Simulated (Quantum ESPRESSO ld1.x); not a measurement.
Q: The mean radii <r> (bohr) of the occupied orbitals of an atom or ion are listed with their occupations. Calculated with ld1.x of Quantum ESPRESSO 7.5: Dirac Kohn-Sham, PBE, spin-unpolarised, spherical densities, point nucleus.

orbital  occ.      <r>
1s1/2       2  0.01604
2s1/2       2  0.06605
2p1/2       2  0.05413
2p3/2       4  0.06272
3s1/2       2   0.1603
3p1/2       1   0.1498

Name the element and its charge. Open shells, if any, fill j = l - 1/2 first.

A: Z = 82, lead, charge +69: Pb69+ in [Ne] 3s2 3p1. The 1s radius gives Z: for a bare nucleus <r> = (2 gamma + 1)/(2Z) with gamma = sqrt(1 - (Z/c)^2), 0.01587 bohr for Z = 82, and screening makes it slightly larger (0.01604 here). The occupations add up to 13, and the charge is Z minus that.
